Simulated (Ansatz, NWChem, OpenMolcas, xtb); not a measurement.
## How methods differ on SiH3I (SMILES [SiH3]I)

The species is SiH3I (5 atoms), meant as a singlet with charge 0. As SMILES, `[SiH3]I`. Geometry: relaxed at PBE0-D4/def2-TZVP.

Each level gives the vertical ionisation energy (to the doublet cation) (eV). The values are calculated.

```
                               level                    kind     program  value (eV)  CPU time (all runs)
                            GFN2-xTB          semi-empirical         xtb       14.61            under 2 s
       HF/def2-TZVP (core potential)            Hartree–Fock      Ansatz        9.12                 88 s
      PBE/def2-TZVP (core potential)                     GGA      Ansatz        9.82              1.7 min
   revPBE/def2-TZVP (core potential)                     GGA  OpenMolcas        9.77              4.8 min
   r2SCAN/def2-TZVP (core potential)                meta-GGA      NWChem        9.94              4.5 min
   M06-2X/def2-TZVP (core potential)         hybrid meta-GGA      NWChem        9.84                 76 s
CAM-B3LYP/def2-TZVP (core potential)  range-separated hybrid      NWChem       10.03              4.7 min
   B2PLYP/def2-TZVP (core potential)           double hybrid      NWChem        9.99                 72 s
      MP2/def2-TZVP (core potential)     perturbation theory      Ansatz       10.10                2 min
     CCSD/def2-TZVP (core potential)   coupled cluster or CI      Ansatz        9.91              4.5 min
```

Spin-orbit coupling, which can split open shells on such heavy atoms by tenths of an eV, is left out. The values span 9.12 to 14.61 eV. The xTB values lack the empirical shift that such differences need. In the correlated wave-function rows the outer d shell of I is correlated, in sets not made for it. CPU times are rough (shared hosts, several kinds of processor): they show what a rung costs within a factor of a few.
